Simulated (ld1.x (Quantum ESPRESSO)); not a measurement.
# How hard is this nitrogen TM potential?

```json
{"Element": "nitrogen (N)", "Generator": "ld1.x (Quantum ESPRESSO) 7.5", "Type": "norm-conserving Troullier–Martins (Kleinman–Bylander form)", "Functional": "PBEsol", "Relativity": "scalar-relativistic", "Frozen core": "[He]", "Valence charge": "5", "Reference configuration": "2s2 2p3", "Partial waves": "2p (bound): rc 1.90 bohr; 2s (bound): rc 0.80 bohr", "Local potential": "the s channel", "Core correction": "Bessel-smoothed model core inside 0.55 bohr"}
```

The pseudo-atom Hamiltonian at the reference potential is diagonalised in spherical Bessel functions j_l(qr) that vanish at 20 bohr, with q² up to the cutoff. All-electron valence levels (Ry): 2p -0.5171, 2s -1.3565.

Problem. How do the lowest levels (Ry) of each channel move with the cutoff, and are there ghosts?

Solution.

```
cutoff (Ry)     p #1     s #1    d #1    d #2    f #1    f #2  Σ f·Δε (mRy)
          8  -0.1371  -1.2060  0.0771  0.1818  0.1195  0.2586        1441.0
         12  -0.2519  -1.2118  0.0771  0.1818  0.1195  0.2586        1085.1
         18  -0.4001  -1.2481  0.0771  0.1818  0.1195  0.2586         568.0
         30  -0.5091  -1.3108  0.0771  0.1818  0.1195  0.2586         115.4
         40  -0.5167  -1.3418  0.0771  0.1818  0.1195  0.2586          30.8
         50  -0.5169  -1.3512  0.0771  0.1818  0.1195  0.2586          11.2
         60  -0.5170  -1.3531  0.0771  0.1818  0.1195  0.2586           7.3
         80  -0.5171  -1.3533  0.0771  0.1818  0.1195  0.2586           6.4
        110  -0.5171  -1.3549  0.0771  0.1818  0.1195  0.2586           3.2
        140  -0.5171  -1.3561  0.0771  0.1818  0.1195  0.2586           0.7
        180  -0.5171  -1.3563  0.0771  0.1818  0.1195  0.2586           0.2
        400  -0.5171  -1.3565  0.0771  0.1818  0.1195  0.2586           0.0
```

Result: no extra level below or beside the all-electron valence levels (p, s, d, f tested); 10 mRy is reached at 55 Ry and 1 mRy at 140 Ry.

Its largest configuration-test error is +2249 meV.
